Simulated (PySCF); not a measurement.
## Dipole moment and polarisability across levels of theory

Species: CH₆AsB.
SMILES: `CB[AsH2]`

PySCF, dipoles from the SCF density, polarisabilities from static response with core orbitals frozen. The structure is a single PBE0-D3(BJ)/def2-SVP conformer in the gas phase; no vibrational or solvent corrections. Relativistic effects, spin–orbit coupling among them, are left out although an element past zinc is present.

The anisotropy is √(½[(α1 − α2)² + (α2 − α3)² + (α3 − α1)²]).

| level | μ (D) | α (au) | anisotropy (au) |
| --- | --- | --- | --- |
| LDA/def2-SVPD | 0.996 | 66.38 | 27.73 |
| PBE/def2-SVPD | 0.937 | 65.26 | 27.13 |
| B3LYP/def2-SVPD | 0.964 | 63.37 | 24.26 |
| PBE0/def2-SVPD | 1.026 | 62.89 | 24.04 |
| BHandHLYP/def2-SVPD | 1.053 | 61.03 | 21.27 |
| CAM-B3LYP/def2-SVPD | 1.042 | 62.16 | 22.37 |
| wB97X-D/def2-SVPD | 1.084 | 62.58 | 22.36 |
| LC-wPBE/def2-SVPD | 1.156 | 60.51 | 20.79 |
| HF/def2-SVPD | 1.225 | 58.90 | 17.76 |
| PBE0/6-31G* | 1.320 | 51.54 | 25.21 |
| PBE0/def2-SVP | 1.144 | 54.07 | 24.97 |
| PBE0/aug-cc-pVDZ | 1.052 | 64.17 | 24.22 |
| PBE0/def2-TZVP | 1.033 | 60.13 | 24.01 |
| PBE0/def2-TZVPD | 1.040 | 63.84 | 24.15 |
| PBE0/aug-cc-pVTZ | 1.052 | 64.47 | 24.12 |

The dipole runs from 0.94 D (PBE/def2-SVPD) to 1.32 D (PBE0/6-31G*). No reference polarisability is at hand; against PBE0 in the largest diffuse basis at hand (aug-cc-pVTZ) the other PBE0 rows deviate by 6-31G* -20%, def2-SVP -16%, def2-SVPD -2%, aug-cc-pVDZ 0%, def2-TZVP -7%, def2-TZVPD -1%. In one basis (def2-SVPD) the functionals order the polarisability from HF (lowest) to LDA (highest), a spread of 13%. With PBE0 the polarisability is 55.25 au without diffuse functions (mean of 6-31G*, def2-SVP and def2-TZVP) and 63.84 au with them (mean of def2-SVPD, aug-cc-pVDZ, def2-TZVPD and aug-cc-pVTZ).
